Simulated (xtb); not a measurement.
CH₃ClOTe, SMILES CO[Te]Cl. All values are semi-empirical tight-binding results from xtb (GFN2-xTB unless named), good for trends rather than for accurate numbers. The structure is a stationary point at GFN2-xTB. One conformer was computed; it need not be the lowest.

```yaml
orbital_gap: 3.23 eV
zero_point_energy: 25.8 kcal/mol
G − E(el) at 298.15 K (modified RRHO): 5.7 kcal/mol
static polarisability (D4 model): 72.2 bohr³
solvation energy, GFN2-xTB/ALPB(water): -2.3 kcal/mol
solvation energy, GFN2-xTB/ALPB(hexane): -4.7 kcal/mol
```
